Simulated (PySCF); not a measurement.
Si(H)2(Cl)(Et) (C2H7ClSi), SMILES CC[SiH2]Cl.

Geometry optimised at B3LYP-D3(BJ)/def2-SVP. Other conformers were not sampled.

Method: CAM-B3LYP/def2-TZVP (PySCF).

Gas-phase values at a fixed geometry.

The total energy comes out as -830.19572 hartree. The highest occupied level is -9.83 eV and the lowest empty level is 1.34 eV. The orbital gap comes out as 11.17 eV, the dipole moment comes out as 1.97 D and the quadrupole, principal values (traceless, Buckingham form, about the centre of nuclear charge) is -1.09, 0.21, 0.89 D·Å. The mean static polarisability is 61.5 bohr³ (9.12 Å³) and the polarisability, principal values is 54.3, 62.6, 67.8 bohr³.
